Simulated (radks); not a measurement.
Effect of the nuclear size on the ytterbium ion Yb23+, [Kr] 4d10 4f1. Calculated with a radial shooting solver on a logarithmic mesh with Libxc functionals: Dirac Kohn-Sham, relativistic LDA (MacDonald-Vosko exchange, VWN5 correlation), spin-unpolarised, spherical densities, finite nucleus; open shells are shared between the two j in proportion to 2j + 1; Fermi nuclear charge, rms radius 5.3108 fm. The rms radius is varied about that value; shifts are against it.

rms radius (fm)	total energy shift (eV)	density at nucleus (e/bohr^3)	1s1/2 shift (meV)	2s1/2 shift (meV)	4s1/2 shift (meV)	4p1/2 shift (meV)	4f7/2 shift (meV)	5s1/2 (empty) shift (meV)	5p1/2 (empty) shift (meV)
4.5407	-10.6	1.062e+06	-4290	-583	-34.8	0.096	1.03	-11.9	-0.049
4.785	-7.34	1.045e+06	-2980	-405	-24.1	0.066	0.715	-8.30	-0.034
5.3108	0	1.012e+06	0.000	0.000	0.000	0.000	0.000	0.000	0.000
5.6666	5.27	9.921e+05	2140	290	17.3	-0.046	-0.513	5.95	0.025
6.2243	14.0	9.638e+05	5680	772	46.0	-0.120	-1.36	15.8	0.067

Slopes of the eigenvalues against <r^2> in GHz/fm^2, as finite differences over the two radii next to the reference (eigenvalue slopes, not the field-shift constants of lines): 1s1/2 134000, 2s1/2 18200, 4s1/2 1090, 4p1/2 -2.94, 4f7/2 -32.2, 5s1/2 (empty) 374, 5p1/2 (empty) 1.55.
